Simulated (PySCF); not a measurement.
**Structure revision by computed shifts**

A compound C₃H₃F₃O gives the data below (simulated from a calculation) and was assigned the structure `C=COC(F)(F)F`.

¹³C{¹H} NMR (computed): δ 132.9 (C), 47.9 (CH), 41.4 (CH2).

¹H NMR (400 MHz, computed): δ 2.99 (m, 1H), 2.79 (m, 1H), 2.70 (m, 1H).

[PySCF: PBE0/pcSseg-1 with gauge-including orbitals; GFN2-xTB geometry; relativity neglected; a single conformation; fast rotation and ring inversion assumed for equivalent nuclei; isolated molecule]

Scale: ¹H and ¹³C vs TMS (reference shieldings calculated alike).

**Question.** Compare with the shifts computed for the proposed structure, pairing carbons in order of shift.

**Answer.** Structure with atom numbers: `[CH2:1]=[CH:2][O:3][C:4]([F:5])([F:6])[F:7]` (H(Xn): hydrogen on atom n).

```csv
atom,computed for proposal,given list,difference
C2,150.4,132.9,+17.5
C4,130.1,47.9,+82.2
C1,103.7,41.4,+62.3
```

The rms difference is 60.4 ppm and the largest +82.2 ppm at C4 (CF3 carbon). The carbon types in order of shift don't match either: CH, C, CH2 for the proposal against C, CH, CH2 in the data. The proposal doesn't fit.

**Question.** Which isomer fits?

**Answer.** SMILES FC(F)(F)[C@@H]1CO1.

Carbon types of the structure: 1 × C, 1 × CH, 1 × CH2, which accounts for all hydrogens. δC 132.9: CF3 carbon; 3 electronegative neighbours deshield it. δC 47.9, 41.4: epoxide ring carbon; the inductive effect lowers its shielding. δH 2.99, 2.79, 2.70: hydrogen on an epoxide ring carbon; its carbon carries O, an electronegative neighbour.

This is the structure that produced the data.

Splittings by ¹⁹F in the carbon and heteronuclear signals aren't shown, as no couplings were computed. Shifts are as computed. Against solution values, carbons near 30 ppm lie about +3 ppm off and those near 130 ppm about +5 ppm. Of 1211 compounds with measured shifts, 218 miss one by over three times the rms of a fit or turn the order of signals round; such compounds aren't used in these exercises. No couplings were computed; multiplicities are counted from neighbouring protons, with m where these are inequivalent, close in shift, in a saturated or five-membered ring or joined by F or P, and br s for small geminal =CH2 splittings.
